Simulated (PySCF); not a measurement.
C6H8O2Si.
Atom-mapped SMILES: `[OH:1][c:2]1[cH:3][cH:4][c:5]([O:6][SiH3:7])[cH:8][cH:9]1` (hydrogens: H10 on O1; H11 on C3; H12 on C4; H13, H14, H15 on Si7; H16 on C8; H17 on C9)

Theory: PySCF 2.14.0, density-fitted response routines, TDDFT PBE0/def2-SVPD, vertical, gas phase, core orbitals frozen in the response. The structure is a single GFN2-xTB conformer in the gas phase; no vibrational or solvent corrections. Torsions of this conformer, `[OH:1][c:2]1[cH:3][cH:4][c:5]([O:6][SiH3:7])[cH:8][cH:9]1`: C4–C5–O6–Si7 180°, H–O1–C2–C3 0°.

Each state is given a Gaussian of 0.4 eV full width at half maximum, with ε(max) = 2.175×10⁸ f / Δν̃ (Δν̃ the width in cm⁻¹). The width is an assumption, not a result. The curve ends short of the highest state used, and states not computed would add to its high-energy end.

λ (nm), ε (L mol⁻¹ cm⁻¹) and a bar:
```
    215.0      11540 ##############################
    217.3      10919 ############################
    219.6       9135 ########################
    221.9       6810 ##################
    224.2       4557 ############
    226.5       2759 #######
    228.8       1525 ####
    231.1        782 ##
    233.4        394 #
    235.8        235 #
    238.1        240 #
    240.4        369 #
    242.7        621 ##
    245.0        993 ###
    247.3       1473 ####
    249.6       2016 #####
    251.9       2555 #######
    254.2       3008 ########
    256.5       3303 #########
    258.8       3395 #########
    261.1       3277 #########
    263.4       2981 ########
    265.7       2562 #######
    268.0       2088 #####
    270.3       1617 ####
    272.6       1194 ###
    274.9        842 ##
    277.2        569 #
    279.5        369 #
    281.8        230 #
    284.1        138 
    286.4         80 
    288.7         45 
    291.0         25 
    293.3         13 
    295.6          7
```

Problem. Where are the band maxima, and which computed states make them?

Solution. 259 nm (4.79 eV), ε about 3400, made up of S1 (100%); 215 nm (5.76 eV), ε about 12000, made up of S4 (100%) (ε in L mol⁻¹ cm⁻¹; maxima over ε = 5, shares over 10%). The states used: S1 4.79 eV (f 0.050); S2 5.41 eV (f 0.0002); S3 5.58 eV (f 0.0002); S4 5.76 eV (f 0.171); S5 6.05 eV (f 0.0018); S6 6.37 eV (f 0.0035).

Problem. What would ε be at 5.76 eV, the highest of these maxima, with half the width (0.2 eV)?

Solution. About 23000 L mol⁻¹ cm⁻¹ against 11500, a factor of about 1.99; a lone state at its own centre would give exactly 2.

Problem. On this curve, what absorbance would a 10⁻³ mol/L sample give at 280 nm over a 1 cm path?

Solution. 280 nm is 4.428 eV, where ε is about 330 L mol⁻¹ cm⁻¹, so A = ε c l ≈ 0.33 (Beer–Lambert, with the gas-phase spectrum and the assumed width).

Problem. Coming from long wavelengths, where does ε first pass 100 L mol⁻¹ cm⁻¹?

Solution. At about 285 nm (4.34 eV), 0.45 eV below S1.
